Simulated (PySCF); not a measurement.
Species: C4H7BSe.
Numbering: `[BH2:1][C@@H:2]1[CH:3]=[CH:4][Se:5][CH2:6]1` (hydrogens: H7, H8 on B1; H9 on C2; H10 on C3; H11 on C4; H12, H13 on C6)

Computed with PBE0-D3(BJ)/def2-SVP geometry optimisation, gas phase in PySCF 2.14.0.

**Question.** Give the optimised bond lengths and angles.

**Answer.** 
```json
{"bond": "B1–C2", "length (Å)": "1.568", "order": "single"}
{"bond": "C2–C3", "length (Å)": "1.511", "order": "single"}
{"bond": "C3=C4", "length (Å)": "1.356", "order": "double"}
{"bond": "C4–Se5", "length (Å)": "1.871", "order": "single"}
{"bond": "Se5–C6", "length (Å)": "1.977", "order": "single"}
{"bond": "C2–C6", "length (Å)": "1.522", "order": "single"}
{"bond": "B1–H7, B1–H8", "length (Å)": "1.208", "order": "single"}
{"bond": "C2–H9", "length (Å)": "1.098", "order": "single"}
{"bond": "C3–H10", "length (Å)": "1.092", "order": "single"}
{"bond": "C4–H11", "length (Å)": "1.092", "order": "single"}
{"bond": "C6–H12", "length (Å)": "1.098", "order": "single"}
{"bond": "C6–H13", "length (Å)": "1.101", "order": "single"}
```

Bonds in one row agree within 0.01 Å and their mean is given. Orders are formal, as drawn. A selection of angles:
```json
{"angle": "C2–B1–H7", "degrees": "120.2"}
{"angle": "H7–B1–H8", "degrees": "120.5"}
{"angle": "B1–C2–C3", "degrees": "79.9"}
{"angle": "B1–C2–C6", "degrees": "118.9"}
{"angle": "B1–C2–H9", "degrees": "116.9"}
{"angle": "C3–C2–C6", "degrees": "109.5"}
{"angle": "C3–C2–H9", "degrees": "113.2"}
{"angle": "C6–C2–H9", "degrees": "113.5"}
{"angle": "C2–C3–C4", "degrees": "114.8"}
{"angle": "C2–C3–H10", "degrees": "122.9"}
{"angle": "C4–C3–H10", "degrees": "122.2"}
{"angle": "C3–C4–Se5", "degrees": "115.1"}
{"angle": "C3–C4–H11", "degrees": "125.1"}
{"angle": "Se5–C4–H11", "degrees": "119.8"}
{"angle": "C4–Se5–C6", "degrees": "87.3"}
{"angle": "Se5–C6–H12", "degrees": "108.0"}
{"angle": "Se5–C6–H13", "degrees": "107.3"}
{"angle": "C2–C6–Se5", "degrees": "106.3"}
{"angle": "C2–C6–H12", "degrees": "112.9"}
{"angle": "C2–C6–H13", "degrees": "112.9"}
{"angle": "H12–C6–H13", "degrees": "109.1"}
```

Dihedral angles: B1–C2–C3–C4 -92° (anticlinal); C2–C3–C4–Se5 -9° (synperiplanar); C3–C4–Se5–C6 -6° (synperiplanar); C4–Se5–C6–C2 19° (synperiplanar); B1–C2–C6–Se5 62° (synclinal).

B1 (three-coordinate boron) is planar (angles 120.5°, 120.2° and 119.3°, sum 360.0°, 0.00 Å off the plane of its three neighbours). The C–Se distances run from 1.871 Å (C4–Se5, drawn single) to 1.977 Å (Se5–C6, drawn single), a spread of 0.106 Å. Of the pairs four or more bonds apart, C4···H7 is among the closest relative to their van der Waals radii: 2.84 Å, 98 % of the sum of Bondi's values. The 5-membered ring C2–C3–C4–Se5–C6 has internal angles of 87.3° to 115.1° (sum 533°, against 540° for a flat polygon); it is puckered, 0.12 Å rms from its mean plane, widest ring torsion 28°. The C–C distances run from 1.356 Å (C3=C4, drawn double) to 1.522 Å (C2–C6, drawn single), a spread of 0.166 Å.

Point group: C1 (no symmetry element, even within 0.4 Å). No PBE0-D3(BJ)/def2-SVP frequencies stand behind this structure, so it isn't proved a minimum. The numbers are those of one conformer (H–B1–C2–C3 95° and -85°, B1–C2–C3–C4 -92°, C3–C4–Se5–C6 -6°, C4–Se5–C6–C2 19°, B1–C2–C6–Se5 62°).
